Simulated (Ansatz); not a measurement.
**Molecular dynamics of GeH4O2Si**

input.yaml

```yaml
crystal:
  periodic: [false, false, false]
  atoms:
    - { symbol: O, position_ang: [-1.042537, 1.771703, -0.340344] }
    - { symbol: Ge, position_ang: [0.187555, 0.741263, 0.825619] }
    - { symbol: O, position_ang: [1.092537, -0.276106, -0.500108] }
    - { symbol: Si, position_ang: [0.271374, -1.505949, 0.288339] }
    - { symbol: H, position_ang: [-0.823812, 1.58616, -1.268699] }
    - { symbol: H, position_ang: [0.140843, 2.290526, 0.368427] }
    - { symbol: H, position_ang: [1.091766, -2.495181, 1.041786] }
    - { symbol: H, position_ang: [-0.825726, -2.169616, -0.470822] }
basis:
  gaussian: { orbitals: def2-SVP }
hamiltonian:
  xc: pbe0
md:
  timestep: 0.5
  n_steps: 200
  ensemble: nve
  temperature: 100.0
  initial_velocities: maxwell_boltzmann
  seed: 7321
```

Command:

```bash
$ ansatz run input.yaml --threads 2 --pin off --max-ram 3072MiB --backend cpu --events-out ev --progress --plain --runs-dir out
```

It starts at the highest image of a converged band. Of that band: The profile has 2 maxima (images 4, 8) with wells between them (image 7): this band takes more than one step, which may be the mechanism or a detour left from its start path. Neighbouring images differ by up to 1.6 eV, so the band resolves the path poorly. A vibrational analysis at the climbing image gives one clearly imaginary mode, 1374i cm⁻¹: a first-order saddle point.

Output, in part (one step line in 3, the closing report, with atoms numbered from 0):

```
md step     0: t =     0.00 fs  T =   100.0 K  F+E_penalty+E_count = -68525.74530286 eV  E_kin = 0.077556 eV  conserved = -68525.66774686 eV  (28 SCF iters)
md step     3: t =     1.50 fs  T =    95.0 K  F+E_penalty+E_count = -68525.74139521 eV  E_kin = 0.073681 eV  conserved = -68525.66771390 eV  (27 SCF iters)
md step     6: t =     3.00 fs  T =    84.8 K  F+E_penalty+E_count = -68525.73342387 eV  E_kin = 0.065753 eV  conserved = -68525.66767062 eV  (27 SCF iters)
md step     9: t =     4.50 fs  T =    76.6 K  F+E_penalty+E_count = -68525.72705149 eV  E_kin = 0.059397 eV  conserved = -68525.66765495 eV  (27 SCF iters)
md step    12: t =     6.00 fs  T =    74.0 K  F+E_penalty+E_count = -68525.72501680 eV  E_kin = 0.057383 eV  conserved = -68525.66763407 eV  (26 SCF iters)
md step    15: t =     7.50 fs  T =    80.8 K  F+E_penalty+E_count = -68525.73030094 eV  E_kin = 0.062691 eV  conserved = -68525.66761001 eV  (27 SCF iters)
md step    18: t =     9.00 fs  T =   102.5 K  F+E_penalty+E_count = -68525.74705222 eV  E_kin = 0.079505 eV  conserved = -68525.66754692 eV  (29 SCF iters)
md step    21: t =    10.50 fs  T =   152.0 K  F+E_penalty+E_count = -68525.78530201 eV  E_kin = 0.117888 eV  conserved = -68525.66741365 eV  (29 SCF iters)
md step    24: t =    12.00 fs  T =   254.1 K  F+E_penalty+E_count = -68525.86438466 eV  E_kin = 0.197103 eV  conserved = -68525.66728152 eV  (28 SCF iters)
md step    27: t =    13.50 fs  T =   435.8 K  F+E_penalty+E_count = -68526.00515463 eV  E_kin = 0.337955 eV  conserved = -68525.66719997 eV  (29 SCF iters)
md step    30: t =    15.00 fs  T =   717.0 K  F+E_penalty+E_count = -68526.22330157 eV  E_kin = 0.556060 eV  conserved = -68525.66724108 eV  (28 SCF iters)
md step    33: t =    16.50 fs  T =  1097.9 K  F+E_penalty+E_count = -68526.51905086 eV  E_kin = 0.851474 eV  conserved = -68525.66757735 eV  (28 SCF iters)
md step    36: t =    18.00 fs  T =  1532.8 K  F+E_penalty+E_count = -68526.85697679 eV  E_kin = 1.188745 eV  conserved = -68525.66823225 eV  (27 SCF iters)
md step    39: t =    19.50 fs  T =  1928.1 K  F+E_penalty+E_count = -68527.16426531 eV  E_kin = 1.495323 eV  conserved = -68525.66894257 eV  (26 SCF iters)
md step    42: t =    21.00 fs  T =  2184.2 K  F+E_penalty+E_count = -68527.36332016 eV  E_kin = 1.693998 eV  conserved = -68525.66932250 eV  (28 SCF iters)
md step    45: t =    22.50 fs  T =  2254.2 K  F+E_penalty+E_count = -68527.41749615 eV  E_kin = 1.748289 eV  conserved = -68525.66920710 eV  (28 SCF iters)
md step    48: t =    24.00 fs  T =  2166.4 K  F+E_penalty+E_count = -68527.34897637 eV  E_kin = 1.680155 eV  conserved = -68525.66882141 eV  (26 SCF iters)
md step    51: t =    25.50 fs  T =  1989.3 K  F+E_penalty+E_count = -68527.21129655 eV  E_kin = 1.542819 eV  conserved = -68525.66847803 eV  (26 SCF iters)
md step    54: t =    27.00 fs  T =  1783.8 K  F+E_penalty+E_count = -68527.05168135 eV  E_kin = 1.383415 eV  conserved = -68525.66826595 eV  (26 SCF iters)
md step    57: t =    28.50 fs  T =  1586.7 K  F+E_penalty+E_count = -68526.89878271 eV  E_kin = 1.230603 eV  conserved = -68525.66818009 eV  (26 SCF iters)
md step    60: t =    30.00 fs  T =  1411.9 K  F+E_penalty+E_count = -68526.76324257 eV  E_kin = 1.095040 eV  conserved = -68525.66820256 eV  (26 SCF iters)
md step    63: t =    31.50 fs  T =  1253.7 K  F+E_penalty+E_count = -68526.64065677 eV  E_kin = 0.972357 eV  conserved = -68525.66829961 eV  (27 SCF iters)
md step    66: t =    33.00 fs  T =  1090.7 K  F+E_penalty+E_count = -68526.51445422 eV  E_kin = 0.845901 eV  conserved = -68525.66855306 eV  (27 SCF iters)
md step    69: t =    34.50 fs  T =   879.4 K  F+E_penalty+E_count = -68526.35075622 eV  E_kin = 0.681989 eV  conserved = -68525.66876716 eV  (27 SCF iters)
md step    72: t =    36.00 fs  T =   610.4 K  F+E_penalty+E_count = -68526.14119296 eV  E_kin = 0.473389 eV  conserved = -68525.66780347 eV  (27 SCF iters)
md step    75: t =    37.50 fs  T =   468.2 K  F+E_penalty+E_count = -68526.02947626 eV  E_kin = 0.363141 eV  conserved = -68525.66633516 eV  (27 SCF iters)
md step    78: t =    39.00 fs  T =   663.3 K  F+E_penalty+E_count = -68526.18207969 eV  E_kin = 0.514460 eV  conserved = -68525.66761940 eV  (27 SCF iters)
md step    81: t =    40.50 fs  T =  1010.5 K  F+E_penalty+E_count = -68526.45287098 eV  E_kin = 0.783733 eV  conserved = -68525.66913764 eV  (27 SCF iters)
md step    84: t =    42.00 fs  T =  1254.5 K  F+E_penalty+E_count = -68526.64189822 eV  E_kin = 0.972915 eV  conserved = -68525.66898276 eV  (27 SCF iters)
md step    87: t =    43.50 fs  T =  1388.9 K  F+E_penalty+E_count = -68526.74561301 eV  E_kin = 1.077154 eV  conserved = -68525.66845879 eV  (27 SCF iters)
md step    90: t =    45.00 fs  T =  1498.3 K  F+E_penalty+E_count = -68526.83021405 eV  E_kin = 1.162054 eV  conserved = -68525.66816018 eV  (27 SCF iters)
md step    93: t =    46.50 fs  T =  1638.4 K  F+E_penalty+E_count = -68526.93876557 eV  E_kin = 1.270663 eV  conserved = -68525.66810240 eV  (27 SCF iters)
md step    96: t =    48.00 fs  T =  1820.6 K  F+E_penalty+E_count = -68527.08026536 eV  E_kin = 1.412023 eV  conserved = -68525.66824270 eV  (26 SCF iters)
md step    99: t =    49.50 fs  T =  2018.5 K  F+E_penalty+E_count = -68527.23405304 eV  E_kin = 1.565464 eV  conserved = -68525.66858886 eV  (26 SCF iters)
md step   102: t =    51.00 fs  T =  2165.8 K  F+E_penalty+E_count = -68527.34880262 eV  E_kin = 1.679679 eV  conserved = -68525.66912388 eV  (28 SCF iters)
md step   105: t =    52.50 fs  T =  2165.9 K  F+E_penalty+E_count = -68527.34917943 eV  E_kin = 1.679754 eV  conserved = -68525.66942518 eV  (28 SCF iters)
md step   108: t =    54.00 fs  T =  1961.7 K  F+E_penalty+E_count = -68527.19039023 eV  E_kin = 1.521451 eV  conserved = -68525.66893878 eV  (27 SCF iters)
md step   111: t =    55.50 fs  T =  1616.6 K  F+E_penalty+E_count = -68526.92188835 eV  E_kin = 1.253791 eV  conserved = -68525.66809716 eV  (27 SCF iters)
md step   114: t =    57.00 fs  T =  1253.3 K  F+E_penalty+E_count = -68526.63978823 eV  E_kin = 0.972020 eV  conserved = -68525.66776797 eV  (27 SCF iters)
md step   117: t =    58.50 fs  T =   933.2 K  F+E_penalty+E_count = -68526.39142956 eV  E_kin = 0.723730 eV  conserved = -68525.66769955 eV  (28 SCF iters)
md step   120: t =    60.00 fs  T =   675.4 K  F+E_penalty+E_count = -68526.19136426 eV  E_kin = 0.523836 eV  conserved = -68525.66752791 eV  (27 SCF iters)
md step   123: t =    61.50 fs  T =   511.4 K  F+E_penalty+E_count = -68526.06393582 eV  E_kin = 0.396623 eV  conserved = -68525.66731276 eV  (31 SCF iters)
md step   126: t =    63.00 fs  T =   479.8 K  F+E_penalty+E_count = -68526.03931836 eV  E_kin = 0.372118 eV  conserved = -68525.66720042 eV  (31 SCF iters)
md step   129: t =    64.50 fs  T =   600.0 K  F+E_penalty+E_count = -68526.13265280 eV  E_kin = 0.465352 eV  conserved = -68525.66730087 eV  (30 SCF iters)
md step   132: t =    66.00 fs  T =   853.3 K  F+E_penalty+E_count = -68526.32940568 eV  E_kin = 0.661817 eV  conserved = -68525.66758832 eV  (31 SCF iters)
md step   135: t =    67.50 fs  T =  1188.5 K  F+E_penalty+E_count = -68526.58969552 eV  E_kin = 0.921779 eV  conserved = -68525.66791682 eV  (31 SCF iters)
md step   138: t =    69.00 fs  T =  1548.4 K  F+E_penalty+E_count = -68526.86895901 eV  E_kin = 1.200876 eV  conserved = -68525.66808288 eV  (31 SCF iters)
md step   141: t =    70.50 fs  T =  1897.3 K  F+E_penalty+E_count = -68527.13974674 eV  E_kin = 1.471473 eV  conserved = -68525.66827337 eV  (27 SCF iters)
md step   144: t =    72.00 fs  T =  2195.5 K  F+E_penalty+E_count = -68527.37152711 eV  E_kin = 1.702771 eV  conserved = -68525.66875629 eV  (26 SCF iters)
md step   147: t =    73.50 fs  T =  2374.0 K  F+E_penalty+E_count = -68527.51020032 eV  E_kin = 1.841211 eV  conserved = -68525.66898965 eV  (27 SCF iters)
md step   150: t =    75.00 fs  T =  2404.7 K  F+E_penalty+E_count = -68527.53375000 eV  E_kin = 1.865006 eV  conserved = -68525.66874428 eV  (27 SCF iters)
md step   153: t =    76.50 fs  T =  2331.8 K  F+E_penalty+E_count = -68527.47686519 eV  E_kin = 1.808439 eV  conserved = -68525.66842591 eV  (25 SCF iters)
md step   156: t =    78.00 fs  T =  2214.5 K  F+E_penalty+E_count = -68527.38572314 eV  E_kin = 1.717449 eV  conserved = -68525.66827414 eV  (26 SCF iters)
md step   159: t =    79.50 fs  T =  2085.1 K  F+E_penalty+E_count = -68527.28546028 eV  E_kin = 1.617145 eV  conserved = -68525.66831518 eV  (25 SCF iters)
md step   162: t =    81.00 fs  T =  1938.1 K  F+E_penalty+E_count = -68527.17168761 eV  E_kin = 1.503096 eV  conserved = -68525.66859144 eV  (25 SCF iters)
md step   165: t =    82.50 fs  T =  1725.0 K  F+E_penalty+E_count = -68527.00683438 eV  E_kin = 1.337873 eV  conserved = -68525.66896148 eV  (26 SCF iters)
md step   168: t =    84.00 fs  T =  1388.3 K  F+E_penalty+E_count = -68526.74559138 eV  E_kin = 1.076711 eV  conserved = -68525.66888033 eV  (26 SCF iters)
md step   171: t =    85.50 fs  T =   962.4 K  F+E_penalty+E_count = -68526.41413075 eV  E_kin = 0.746422 eV  conserved = -68525.66770886 eV  (26 SCF iters)
md step   174: t =    87.00 fs  T =   652.9 K  F+E_penalty+E_count = -68526.17298657 eV  E_kin = 0.506380 eV  conserved = -68525.66660613 eV  (26 SCF iters)
md step   177: t =    88.50 fs  T =   631.4 K  F+E_penalty+E_count = -68526.15703971 eV  E_kin = 0.489677 eV  conserved = -68525.66736259 eV  (29 SCF iters)
md step   180: t =    90.00 fs  T =   788.4 K  F+E_penalty+E_count = -68526.27978652 eV  E_kin = 0.611428 eV  conserved = -68525.66835883 eV  (29 SCF iters)
md step   183: t =    91.50 fs  T =   951.8 K  F+E_penalty+E_count = -68526.40659309 eV  E_kin = 0.738161 eV  conserved = -68525.66843166 eV  (29 SCF iters)
md step   186: t =    93.00 fs  T =  1087.5 K  F+E_penalty+E_count = -68526.51163086 eV  E_kin = 0.843431 eV  conserved = -68525.66819958 eV  (28 SCF iters)
md step   189: t =    94.50 fs  T =  1228.0 K  F+E_penalty+E_count = -68526.62047333 eV  E_kin = 0.952383 eV  conserved = -68525.66809064 eV  (29 SCF iters)
md step   192: t =    96.00 fs  T =  1392.9 K  F+E_penalty+E_count = -68526.74845946 eV  E_kin = 1.080310 eV  conserved = -68525.66814937 eV  (30 SCF iters)
md step   195: t =    97.50 fs  T =  1572.0 K  F+E_penalty+E_count = -68526.88754813 eV  E_kin = 1.219184 eV  conserved = -68525.66836422 eV  (27 SCF iters)
md step   198: t =    99.00 fs  T =  1723.0 K  F+E_penalty+E_count = -68527.00497746 eV  E_kin = 1.336268 eV  conserved = -68525.66870987 eV  (28 SCF iters)
md step   200: t =   100.00 fs  T =  1774.9 K  F+E_penalty+E_count = -68527.04543694 eV  E_kin = 1.376540 eV  conserved = -68525.66889732 eV  (29 SCF iters)
Total energy: -68527.04546345 eV, -2518.3224714822 hartree
Atom 0 at    -1.037185     1.849440    -0.123045 Å, force     0.219351     0.384843    -0.079048 eV/Å
Atom 1 at     0.091818     0.804533     0.754856 Å, force     0.908072    -1.095626    -0.034722 eV/Å
Atom 2 at     1.375091    -0.567880    -0.556672 Å, force    -1.185750     1.160184     1.052382 eV/Å
Atom 3 at     0.367887    -1.533498     0.298230 Å, force     0.167784     0.115459    -0.915196 eV/Å
Atom 4 at    -2.002744     1.800196    -0.081360 Å, force     0.407422    -0.507473     0.049217 eV/Å
Atom 5 at     1.119913     1.825743     1.440518 Å, force    -0.456329    -0.657071    -0.684173 eV/Å
Atom 6 at     0.981146    -2.742485     0.958815 Å, force    -0.110085     0.408650     0.412006 eV/Å
Atom 7 at    -0.875744    -2.065642    -0.375326 Å, force     0.049534     0.191033     0.199534 eV/Å
Dipole moment:    -0.593709     0.021485     0.546267 e Å
```

The run went to its last step. The conserved energy stayed within 0.21 meV per atom of its start (net change -0.14 meV per atom), so the integration is sound. The system heated up, since it started high on the potential surface and ran downhill. A run of 0.1 ps of so small a system gives no equilibrium averages. The orbitals stay closed-shell, which can raise the energy where a bond breaks towards radicals; this wasn't checked here.

The step under study would form O1–H6 and break Ge2–H6. These pairs go: O1–H6 1.47 → 2.66 Å, Ge2–H6 1.62 → 1.60 Å. In the last frame they stand as before the step (other bonds may differ from the relaxed reactants and products). It ends as one piece, GeH4O2Si. Pairs count as bonded within 1.25 times the sum of covalent radii (0.12 Å more for H–H).

Last frame:

```xyz
8
Properties=species:S:1:pos:R:3
O -1.037 1.849 -0.123
Ge 0.092 0.804 0.755
O 1.375 -0.568 -0.557
Si 0.368 -1.534 0.298
H -2.003 1.800 -0.081
H 1.120 1.826 1.440
H 0.981 -2.743 0.959
H -0.876 -2.066 -0.375
```

The run took 6.1 min on 2 threads of Arm Neoverse V2, on a shared host, peak memory 0.21 GiB.
